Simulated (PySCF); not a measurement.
## EPR parameters of [C5H10ClFSi]+

Species: C₅H₁₀ClFSi (charge +1 and doublet state).
Z-matrix (Å and degrees, GFN2-xTB geometry), rows numbered from 1:
```
C 
C   1  1.5037
C   2  1.3355  1  118.18
Si  3  1.9565  2  128.44  1   152.88
Cl  4  2.0002  3  107.68  2    45.82
C   2  1.4945  1  115.97  3   171.89
C   6  1.5339  2  108.90  1   -82.09
F   7  1.3711  6  109.09  2   -60.19
H   1  1.0881  2  110.19  3    46.83
H   1  1.0907  2  110.73  3   -71.28
H   1  1.0866  2  110.90  3   168.70
H   3  1.0798  2  120.46  1   -21.00
H   4  1.4670  3   97.51  2   158.71
H   4  1.4500  3  108.80  2   -79.59
H   6  1.0896  2  111.30  1    36.78
H   6  1.0900  2  110.58  1   157.92
H   7  1.0945  6  110.05  2  -177.52
H   7  1.0937  6  112.99  2    58.79
```

The hyperfine couplings belong to this conformer and change with its torsions.

As a line formula: `C[C+]([CH][SiH2]Cl)CCF` [radical] (charge +1).

Level of theory: UKS B3LYP, pcH-1 on C Cl F H Si, non-relativistic, mean-field spin-orbit, GIAO (PySCF). Geometry: GFN2-xTB, one conformer, isolated ion. GFN2-xTB frequencies show an imaginary mode (135i cm⁻¹), so this geometry is no minimum at that level. A GFN2-xTB geometry isn't a minimum of the functional, and hyperfine couplings can be far from their values at a DFT geometry, by a factor of two or more for some ions and for spin on atoms past the first row. The frame is twisted about the C2–C3 bond at this geometry (dihedral C6–C2–C3–Si4 = -18°); couplings at other torsion angles weren't computed. No stability test was run, so a lower SCF solution isn't excluded.

| Property | Result |
| --- | --- |
| g1, g2, g3 | 2.00286, 2.00484, 2.01089 |
| g_iso | 2.00620 |
| Form of g | rhombic: the two nearest values differ by 25 % of g3 − g1 |
| ⟨S²⟩ | 0.7541 (exact 0.7500) |
| α and β electrons | 40, 39 |
| HOMO–LUMO gap, α and β orbitals | 5.98, 2.36 eV |

Isotropic coupling and dipolar principal values T1 to T3, in MHz; ρ(0) is the spin density at the nucleus:

```tsv
atom	isotope	a_iso	of which spin–orbit	T1	T2	T3	Mulliken spin population	ρ(0) (bohr⁻³)
C1	13C	9.5	0.0	-6.4	-5.1	11.6	0.02	0.0084
C2	13C	-0.3	0.0	-27.6	-20.2	47.8	0.23	-0.0003
C3	13C	50.2	0.0	-50.6	-46.4	97.0	0.56	0.0446
Si4	29Si	21.0	-0.2	-8.5	3.3	5.2	-0.01	-0.0239
Cl5	35Cl	1.8	1.0	-11.8	-10.9	22.7	0.06	0.0019
C6	13C	-5.9	0.0	-5.2	-3.9	9.1	0.01	-0.0052
C7	13C	17.5	0.0	-5.5	-5.5	11.0	0.04	0.0156
F8	19F	4.7	0.3	-13.9	-10.6	24.5	0.00	0.0010
H9	1H	39.5	0.0	-5.3	1.0	4.3	0.01	0.0088
H10	1H	54.8	0.0	-5.9	-4.2	10.0	0.02	0.0123
H11	1H	29.2	0.0	-4.4	-1.0	5.4	0.01	0.0065
H12	1H	14.9	0.0	-21.5	-6.4	27.9	0.00	0.0033
H13	1H	76.9	0.0	-2.7	-1.0	3.7	0.04	0.0172
H14	1H	5.7	0.0	-2.2	-2.0	4.3	0.00	0.0013
H15	1H	13.4	0.0	-3.6	-2.9	6.5	0.01	0.0030
H16	1H	-3.1	0.0	-4.2	-1.3	5.5	0.00	-0.0007
H17	1H	25.3	0.0	-2.9	-1.4	4.3	0.01	0.0057
H18	1H	-2.6	0.0	-3.4	-0.4	3.8	0.00	-0.0006
```

The Mulliken spin populations are largest on C3 (+0.56) and C2 (+0.23). The angles at C3 add up to 359.8°, so it is planar.

C3, the radical centre as drawn in `C[C+]([CH][SiH2]Cl)CCF`, holds a spin population of +0.56 out of 1.

Under fast tumbling the dipolar parts average out, and these isotropic splittings remain (the largest six): 2 × 1H (H13/H14, I = 1/2, 3 lines) with 1.47 mT, 3 × 1H (H9/H10/H11, I = 1/2, 4 lines) with 1.47 mT, 1 × 1H (H12, I = 1/2, 2 lines) with 0.53 mT, 2 × 1H (H17/H18, I = 1/2, 3 lines) with 0.40 mT, 2 × 1H (H15/H16, I = 1/2, 3 lines) with 0.18 mT and 1 × 19F (F8, I = 1/2, 2 lines) with 0.17 mT.

Means are taken over nuclei equivalent by connectivity, which assumes that they swap fast. The three 1H nuclei of mean +41.2 MHz run from 29.2 to 54.8 MHz in the frozen geometry. The 1H value of +41.3 MHz is a mean of couplings from 5.7 to 76.9 MHz in this one geometry, not an average over conformers. The 1H value of +11.3 MHz is a mean of couplings from -2.6 to 25.3 MHz in this one geometry, not an average over conformers.

Main isotope only: 35Cl (natural samples also hold 24 % 37Cl, magnetic too, which adds its own pattern).

The 13C coupling of C3 (50.2 MHz) shows only in satellite lines or after enrichment, since that isotope makes up about 1.07 % of natural carbon.

The 29Si coupling of Si4 (21.0 MHz) shows only in satellite lines or after enrichment, since that isotope makes up about 4.7 % of natural silicon.

Examples of negative spin density at the nucleus (bohr⁻³): Si4 (-0.0239) and C6 (-0.0052).

On one thread, AMD EPYC (x86_64) (shared host), this took 4.4 min (with the writing of density and orbital grids) and 1.2 GiB of memory at its peak.
